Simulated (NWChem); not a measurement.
System: CrH₂O₄; SMILES [O]=[Cr]([OH])(=[O])[OH]

Here is an NWChem input.

```
start job
memory heap 200 mb stack 900 mb global 1100 mb
geometry units angstroms noautosym nocenter noautoz
  Cr    -0.000001    -0.000004     0.219522
  O     -0.219683     1.246773     1.086629
  O      0.219690    -1.246782     1.086626
  O      1.386624     0.284903    -0.772312
  H      1.895002    -0.506828    -1.000729
  O     -1.386633    -0.284898    -0.772305
  H     -1.894999     0.506836    -1.000725
end
basis spherical
  * library def2-svpd
end
dft
  xc xpbe96 cpbe96
  iterations 150
end
property
  response 1 0.0
end
task dft property
```

Structure relaxed at the PBE0/def2-SVP level.

Static field.

What results follow from this input? (PBE/def2-SVPD.) Quantities: isotropic polarisability (bohr³); anisotropy (bohr³).


```yaml
isotropic polarisability (bohr³): 49.6
anisotropy (bohr³): 5.6
```
